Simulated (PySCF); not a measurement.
## Rh²⁺ (rhodium, charge +2) across methods

[Kr] 4d6 5p1, one real determinant (an excited configuration). Calculation: PySCF 2.14, in x2c-TZVPPall with one added diffuse shell each of s, p, d, f type (9s7p7d3f1g, 95 functions); the spin-free X2C one-electron Hamiltonian (Gaussian nucleus).

```
method  E (hartree)  mean ε 4d α (eV)  mean ε 4d β (eV)  mean ε 5p α (eV)  Σ⟨r²⟩ (bohr²)   ⟨S²⟩
   LDA     -4777.01           -31.893           -29.070           -16.803          36.97  8.750
 wB97X     -4782.36           -36.231           -33.520           -18.876          37.10  8.751
  PBE0     -4781.91           -33.950           -30.906           -17.305          37.07  8.751
r2SCAN     -4782.25           -32.360           -29.213           -16.738          36.96  8.751
   UHF  -4779.97159           -39.467           -35.402           -18.795          37.56  8.753
   PBE     -4781.83           -31.801           -29.020           -16.658          37.07  8.751
  PW91     -4782.60           -31.870           -29.117           -16.735          37.08  8.751
  BLYP     -4782.39           -31.492           -28.976           -16.475          37.14  8.751
```

Problem. Estimate the same row for r2SCAN0.

Solution. E (hartree) = -4782.23; mean ε 4d α (eV) = -34.357; mean ε 4d β (eV) = -31.055; mean ε 5p α (eV) = -17.366; Σ⟨r²⟩ (bohr²) = 37.00; ⟨S²⟩ = 8.752.

⟨L²⟩ = 8.01 against 12 for a pure F term, so this real determinant mixes terms.
